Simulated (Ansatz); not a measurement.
**Calibrating r2SCAN-D4/def2-TZVPP on Si-containing radicals**

The atomisation energy (no zero-point term) in kJ/mol of 6 Si-containing radicals: x at r2SCAN-D4/def2-TZVPP, y at CCSD(T)/CBS estimate. Shapes, held fixed at every level: PBE0-D4/def2-TZVP. Flexible molecules stand in one conformer, not always the lowest. Programs: Ansatz 0.2.0.

| molecule | x (kJ/mol) | y (kJ/mol) |
| --- | --- | --- |
| SiH(OH)2(SiH2) | 3033 | 3034 |
| SiH(CH2)(OH)2 | 3385 | ? |
| CH7OSi2 (SMILES CO[SiH][SiH3]) | 3613 | 3601 |
| C2H6FSi (SMILES [CH2]C[SiH2]F) | 3677 | 3658 |
| CH7O2Si2 (SMILES CO[Si](O)[SiH3]) | 4206 | 4197 |
| Si2N3H8 (SMILES N[SiH]N[SiH2]N) | 4343 | 4364 |

Problem. Fit y = c + s·x to the known rows and predict y for SiH(CH2)(OH)2.

Solution. 
1. Means of the 5 rows: x = 3774.40, y = 3770.8.
2. Σ(Δx)² = 1094795, Σ(Δx·Δy) = 1105897, so the slope is 1105897/1094795 = 1.0101.
3. Intercept: 3770.8 − (1.0101) × 3774.40 = -41.7. The largest residual of the fit is 19.
4. SiH(CH2)(OH)2: -41.7 + 1.0101 × 3385 = 3377 kJ/mol.

CCSD(T)/CBS estimate gives 3382 kJ/mol, so the prediction is off by -5 kJ/mol, within the largest residual. Uncorrected, r2SCAN-D4/def2-TZVPP misses SiH(CH2)(OH)2 by +3 kJ/mol, and the other rows by 12 on average. The line makes this one worse. Left out in turn, the other rows are missed by 24 kJ/mol on average, worse than no correction. Open shells run unrestricted. The CBS estimate extrapolates MP2 from def2-TZVPP and def2-QZVPP and adds CCSD(T) − MP2 in the triple-zeta set, cores frozen.
